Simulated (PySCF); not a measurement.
Cost of one run: core-ionisation job, `CBOC[SiH3]`.

Method: delta-SCF UKS B3LYP, pcX-2 on the ionised atom, pcseg-1 elsewhere, spin-free X2C (PySCF 2.14.0). Geometry: PBE0-D3(BJ)/def2-SVP. Work: ΔSCF core ionisation, 6 holes, density fitting. The input is one job of a driver script: a line of settings, then coordinates in Å.

Command:
```bash
OMP_NUM_THREADS=1 python probes_run.py task.json out
```

Input:
```
{"job": {"kind": "xps", "xc": "B3LYP"}, "charge": 0, "multiplicity": 1}
C     -1.944654    -0.056138    -0.210562
B     -1.140817     1.207564     0.275066
O      0.044242     1.130096     0.923038
C      0.715560    -0.076992     1.221095
Si     2.050426    -0.456575    -0.080507
H     -2.855432     0.213346    -0.762394
H     -2.247973    -0.679510     0.649949
H     -1.330962    -0.704933    -0.859143
H     -1.531788     2.343858     0.110782
H      1.201894     0.039686     2.204126
H      0.017800    -0.928226     1.309928
H      3.030621     0.666286    -0.145064
H      1.412898    -0.629681    -1.420520
H      2.757659    -1.717908     0.300081
```

Hardware: Arm Neoverse N1, one thread, on a shared host. PySCF's memory limit was set to 1760 MB.

The basis has 161 functions.

Question: How long does the run take?

Answer: About 68 s. The run took 83 SCF cycles in all, 11 s a hole on average.

Question: Estimate the peak memory.

Answer: About 0.69 GiB. Peak memory is the resident size of the whole Python process, interpreter and libraries included.

Question: At this speed, how long would 500 such jobs take on 64 cores, one job a core?

Answer: 500/64 gives 8 rounds of 68 s, about 9.1 min of wall time and 9.4 core-hours, if the jobs don't slow each other.

The host was shared with other jobs, so the times are rough.
